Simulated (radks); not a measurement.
Radial electron density D(r) = 4 pi r^2 rho(r) of an atom or ion with 65 electrons. Calculated with a radial shooting solver on a logarithmic mesh with Libxc functionals: scalar-relativistic Kohn-Sham, BLYP, spin-polarised, spherical densities, point nucleus.

r (bohr)   D(r) (e/bohr)   spin D(r)
0.0007295          3.421  0.00000179
0.0009653          5.370  0.00000279
0.001267           8.237  0.00000426
0.001676           12.62  0.00000647
0.0022             18.76  0.00000952
0.002911           27.56   0.0000137
0.003821           38.85   0.0000189
0.005056           53.09   0.0000248
0.006637           68.28   0.0000298
0.008781           82.61   0.0000319
0.01153            91.58   0.0000276
0.01525            92.63   0.0000131
0.02002            86.94  -0.0000166
0.02649            82.53  -0.0000854
0.03505            90.86   -0.000271
0.046              111.2   -0.000657
0.06086            124.8   -0.000545
0.07989            113.4     0.00587
0.1057             95.44      0.0463
0.1387             103.1       0.201
0.1836             110.8       0.663
0.241              79.79        1.62
0.3188             52.33        3.08
0.4185             60.38        4.26
0.5537             55.53        4.28
0.7268             31.86        3.19
0.9616             17.45        1.77
1.272              11.06       0.682
1.67               5.055       0.153
2.21               1.194      0.0101
2.9               0.1364    -0.00119
3.838           0.005169   -0.000133

What is the nuclear charge?

Answer. Z = 69. The innermost maximum, from 1s, lies near gamma/Z bohr with gamma = sqrt(1 - (Z/c)^2) = 0.864, here 0.0125 bohr (found: 0.0136), and its height grows with Z. The density is that of the thulium ion Tm4+ in [Xe] 4f11; the configuration itself is not fixed sharply by these data, and Z only to a few units. D(r) has 4 maxima, at r = 0.0136, 0.0618, 0.171, 0.464 bohr, and minima at 0.0263, 0.112, 0.329 bohr, inside which lie 1.92, 11.09, 29.60 electrons.
